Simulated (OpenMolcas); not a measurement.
**Kr⁴⁺: effect of the basis set**

| Quantity | Value |
| --- | --- |
| Program | OpenMolcas 26.06 |
| Method | SS-RASPT2, IPEA 0.25 Eh, imaginary shift 0.1 Eh (closed shells correlated: 3d) |
| Active space | 4 electrons in 9 orbitals (RAS2 4s 4p; RAS3 4d, at most 2 electrons) |
| State averaging | 2S+1 = 3 even, 6 roots; 2S+1 = 1 even, 12 roots; 2S+1 = 5 odd, 1 root; 2S+1 = 3 odd, 9 roots; 2S+1 = 1 odd, 8 roots |
| Spin-orbit coupling | state interaction with AMFI integrals over the reference wave functions, term energies averaged over their components |

A. ANO-RCC-VTZP [6s5p3d1f], DKH2, point nucleus; CASPT2 step of the order of 16 core-seconds
B. ANO-RCC-VQZP [7s6p4d2f1g], DKH2, point nucleus; CASPT2 step about 29 core-seconds
C. ANO-R2 [6s5p4d3f1g], X2C, finite nucleus; CASPT2 step roughly 25 core-seconds
D. ANO-RCC [9s8p6d4f2g], DKH2, point nucleus; CASPT2 step roughly 50 core-seconds

Energies in cm⁻¹ above 4s² 4p² ³P₀, the measured ground level; measured values from Saloman, J. Phys. Chem. Ref. Data 36, 215 (2007).

```json
{"Level": "4s² 4p² ³P₀", "A": "0.0", "B": "0.0", "C": "0.0", "D": "0.0", "Measured": "0.0"}
{"Level": "4s² 4p² ³P₁", "A": "3270", "B": "3230", "C": "3270", "D": "3250", "Measured": "3743"}
{"Level": "4s² 4p² ³P₂", "A": "6900", "B": "6780", "C": "6850", "D": "6820", "Measured": "7595"}
{"Level": "4s² 4p² ¹D₂", "A": "19530", "B": "19110", "C": "19120", "D": "19110", "Measured": "19723"}
{"Level": "4s² 4p² ¹S₀", "A": "39570", "B": "38990", "C": "39190", "D": "39000", "Measured": "39204"}
{"Level": "4s 4p³ ⁵S°₂", "A": "92970", "B": "93760", "C": "95330", "D": "94630", "Measured": ""}
{"Level": "4s 4p³ ³D°₁", "A": "127460", "B": "127610", "C": "128280", "D": "128110", "Measured": "129658"}
{"Level": "4s 4p³ ³D°₂", "A": "127510", "B": "127660", "C": "128340", "D": "128160", "Measured": "129779"}
{"Level": "4s 4p³ ³D°₃", "A": "128420", "B": "128570", "C": "129280", "D": "129090", "Measured": "131016"}
{"Level": "4s 4p³ ³P°₀", "A": "146470", "B": "146330", "C": "146840", "D": "146720", "Measured": "147925"}
{"Level": "4s 4p³ ³P°₁", "A": "146700", "B": "146550", "C": "147060", "D": "146940", "Measured": "148287"}
{"Level": "4s 4p³ ³P°₂", "A": "146940", "B": "146790", "C": "147290", "D": "147180", "Measured": "148668"}
{"Level": "4s 4p³ ¹D°₂", "A": "162700", "B": "162430", "C": "162140", "D": "162490", "Measured": "163387"}
```

Deviations, from unrounded energies. A percentage is the sum of absolute deviations over the sum of measured energies, with the sign that they share, or ± where signs differ.

```json
{"Against measurement": "mean absolute deviation (cm-1)", "Levels": "11", "A": "1300", "B": "1400", "C": "1000", "D": "1100"}
{"Against measurement": "fine structure of the ground term (%)", "Levels": "2", "A": "-10.3", "B": "-11.7", "C": "-10.8", "D": "-11.1"}
{"Against measurement": "other terms of the ground configuration (%)", "Levels": "2", "A": "±0.9", "B": "-1.4", "C": "-1.1", "D": "-1.4"}
{"Against measurement": "other configurations (%)", "Levels": "7", "A": "-1.3", "B": "-1.3", "C": "-1.0", "D": "-1.0"}
```

C lies closest to measurement on these levels and B furthest from it. The largest miss of C in the table is 4s 4p³ ³D°₃, by -1700 cm-1. The ranking rests on the paired levels alone, and a cruder setting can come out closer through cancelling errors.

Among A to D the level of the table that moves most is 4s 4p³ ⁵S°₂, by 2400 cm-1 (lowest in A, highest in C). Moves below CASPT2's spread within the term are not significant.

CASPT2 does not keep the components of a term degenerate, so their means are used; among the terms shown or strongly mixed into the levels shown the widest spread is 11 cm-1 (4s² 4p² ¹D, C). Configurations are named by rounded mean occupations; where the s occupation lies near a half they are strongly mixed, a name can repeat and a true partner stay unpaired. Some terms take much of their weight from 4d, a shell meant for correlation, so their names are nominal. Some terms mix strongly with configurations of 4d, whose occupation reaches 0.45 (4s 4p³ ¹D°) (figures for A; the like holds for B, C, D). Measured partners are found by configuration, term and J. A level has none where our copy of the source lacks it or the pairing is in doubt (some pairs that miss far off the trend of their configuration count as doubtful), and it then counts in no deviation. Only configurations of the active space appear. The table leaves out levels that lie high or whose names do not pair safely across all columns.

° marks odd parity.
